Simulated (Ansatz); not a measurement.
Setting up triplet Si5H10 in Ansatz

The species is Si5H10 (15 atoms), meant as a triplet with charge 0. As SMILES of the parent species, `[SiH2]1[SiH2][SiH2][SiH2][SiH2]1`. The coordinates come from a PBE0-D4/def2-TZVP relaxation. This is one conformer, not always the lowest. That shape belongs to the parent species and isn't relaxed for this state.

| atom | x (Å) | y (Å) | z (Å) |
| --- | --- | --- | --- |
| Si | -1.0841 | 1.4590 | 0.7077 |
| Si | -0.0591 | -0.2506 | 1.9352 |
| Si | 1.6853 | -0.8474 | 0.4933 |
| Si | 0.6067 | -0.9777 | -1.5859 |
| Si | -1.1322 | 0.6110 | -1.4832 |
| H | -0.1942 | 2.6547 | 0.7406 |
| H | -2.4286 | 1.8530 | 1.2106 |
| H | 0.3852 | 0.1619 | 3.2945 |
| H | -1.0009 | -1.3991 | 2.0636 |
| H | 2.3951 | -2.1005 | 0.8694 |
| H | 2.6714 | 0.2703 | 0.4617 |
| H | 0.0144 | -2.3356 | -1.7461 |
| H | 1.5300 | -0.7297 | -2.7271 |
| H | -0.9524 | 1.6907 | -2.4926 |
| H | -2.4368 | -0.0599 | -1.7414 |

Settings wanted:

| Setting | Value |
| --- | --- |
| basis set | 3-21G |
| task | energy |
| method | HF |
| dispersion | none |
| reference | UHF |
| relativity | none |
| accuracy | high |
| start density | atoms |
| d and f functions | spherical |

Q: Write the Ansatz 0.2.0 input and the command.

A: This one ran through:

input.yaml:
```yaml
crystal:
  periodic: [false, false, false]
  atoms:
    - {symbol: Si, position_ang: [-1.084060, 1.459050, 0.707660]}
    - {symbol: Si, position_ang: [-0.059090, -0.250640, 1.935200]}
    - {symbol: Si, position_ang: [1.685310, -0.847370, 0.493250]}
    - {symbol: Si, position_ang: [0.606660, -0.977730, -1.585910]}
    - {symbol: Si, position_ang: [-1.132210, 0.611030, -1.483210]}
    - {symbol: H, position_ang: [-0.194180, 2.654660, 0.740620]}
    - {symbol: H, position_ang: [-2.428560, 1.852980, 1.210560]}
    - {symbol: H, position_ang: [0.385250, 0.161940, 3.294480]}
    - {symbol: H, position_ang: [-1.000910, -1.399120, 2.063570]}
    - {symbol: H, position_ang: [2.395090, -2.100510, 0.869400]}
    - {symbol: H, position_ang: [2.671440, 0.270290, 0.461680]}
    - {symbol: H, position_ang: [0.014450, -2.335600, -1.746080]}
    - {symbol: H, position_ang: [1.530020, -0.729740, -2.727130]}
    - {symbol: H, position_ang: [-0.952370, 1.690690, -2.492650]}
    - {symbol: H, position_ang: [-2.436840, -0.059940, -1.741430]}
basis:
  gaussian: {orbitals: 3-21G.json}
magnetization: {spin_polarized: true, initial_magnetization: 2}
hamiltonian: {xc: hf}
accuracy: high
output: {orbitals: {seedname: orbitals}}
```

```bash
$ ansatz run input.yaml --threads 1 --pin off --max-ram 3480MiB --events-out events.jsonl --progress --plain --runs-dir runs
```

(Basis files named in the input come from the Basis Set Exchange and aren't shown.)

Calculated total energy: -1442.53676 Eh.
